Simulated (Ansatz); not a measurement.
CuSe2⁺, relaxed as a triplet with UKS r2SCAN-D4/def2-TZVP in Ansatz, starting from the r2SCAN-D4/def2-TZVP geometry of the charge +1 singlet. Force threshold 0.02 eV/Å.

The structure comes from a short search, and lower isomers may exist.

Start:

```xyz
3

Cu    0.871   -0.021    1.623
Se   -0.963    0.840   -1.281
Se    0.092   -0.818   -0.343
```

(1) Estimate the energy that the relaxation releases and the steps that it takes.

(2) Does the start keep its bonding and symmetry?

(3) Predict the relaxed structure.

## Answers

(1) 0.30 eV, in 8 steps; 39 s on 4 threads of Arm Neoverse V1 on a shared host. No frequencies were taken in this run, so the end may be a saddle point.

(2) Bonds formed: Cu1–Se2 (atoms count from 1). The end is the same structure that another start reached. Point group Cs at the start, C2v at the end, both within 0.05 Å.

(3) 
```tsv
atom	x (Å)	y (Å)	z (Å)
Cu1	0.540	0.332	1.224
Se2	-0.677	0.882	-0.716
Se3	0.137	-1.214	-0.508
```
Bond lengths: 2 × Cu–Se 2.36 Å; 1 × Se–Se 2.26 Å.
